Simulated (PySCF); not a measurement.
**Dipole response of Pd²⁰⁺ (palladium, charge +20)**

[Ar] 3d8, high-spin 3F determinant. All numbers are calculated (PySCF 2.14, scalar relativity by spin-free X2C-1e, in an even-tempered Gaussian basis (19 s from 2.1 bohr⁻², ratio 2.5; 13 p from 2.7 bohr⁻², ratio 2.5; 8 d from 2.7 bohr⁻², ratio 2.5; 4 f from 13 bohr⁻², ratio 2.7; 3 g from 20 bohr⁻², ratio 2.7)). Coupled (time-dependent) response in atomic units; α is the mean over directions.

| method | mean α (bohr³) | C₆ (like pair) | S(−4) |
| --- | --- | --- | --- |
| PBE0 | 0.02404 | 0.009230 | 0.0001511 |

S(−4) is the Cauchy moment in α(ω) = α(0) + S(−4) ω² + …

Spin-orbit coupling is absent.

α(iu) at PBE0:

```tsv
u (hartree)	α(iu) (bohr³)
0	0.02403
2.00	0.02347
4.00	0.02212
8.00	0.01909
12.0	0.01659
16.0	0.01452
20.0	0.01274
30.0	0.009228
40.0	0.006795
60.0	0.003973
100	0.001781
```

A single London oscillator, α(iu) = α/(1 + u²/ω²), gives C₆ = (3/4) ω α². Matching the computed C₆ needs ω = 4 × 0.009230 / (3 × 0.02404²) = 21.3 hartree.

For an ion, C₆ is the dispersion term alone; charge-induced terms of lower order in 1/R come first.

Spin-orbit coupling, absent here, splits the open shell strongly.
